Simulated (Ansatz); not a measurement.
Basis sets compared for Cu₃Sn₂⁺. Total charge 1; singlet. Geometry PBE-D4/def2-SVP. Ansatz on 4 threads of Arm Neoverse V1 on a shared host; times are rough, and most runs start from earlier orbitals.

```xyz
5

Cu   -0.4145    1.1509    0.8542
Cu    0.1836    1.2315   -1.4886
Cu   -0.2092   -1.1594    1.5422
Sn   -1.2701   -0.8591   -0.8424
Sn    1.7102   -0.3639   -0.0654
```

In the def2 sets Sn takes a core potential; there is no spin–orbit coupling. The restricted singlet is unstable towards broken spin symmetry in Hartree–Fock (as tested in another run); at PBE-D4/def2-SVP, PBE-D4/def2-TZVP, PBE0-D4/def2-SVP, PBE0-D4/def2-TZVP this wasn't settled. No other spin state of charge 1 was run. The structure comes from a short search, and lower isomers may exist.

| level | functions | energy (Eh) | HOMO (eV) | LUMO (eV) | wall time |
| --- | --- | --- | --- | --- | --- |
| PBE-D4/def2-SVP | 145 | -5348.6330 | -8.58 | -7.76 | 2.7 s |
| PBE0-D4/def2-SVP | 145 | -5348.6366 | -9.27 | -7.13 | 5.5 s |

Estimate the rows for PBE-D4/def2-TZVP (with forces), PBE0-D4/def2-TZVP.


```tsv
level	functions	energy (Eh)	HOMO (eV)	LUMO (eV)	wall time
PBE-D4/def2-TZVP (with forces)	235	-5349.3926	-8.76	-7.92	6.5 s
PBE0-D4/def2-TZVP	235	-5349.3682	-9.41	-7.26	14 s
```
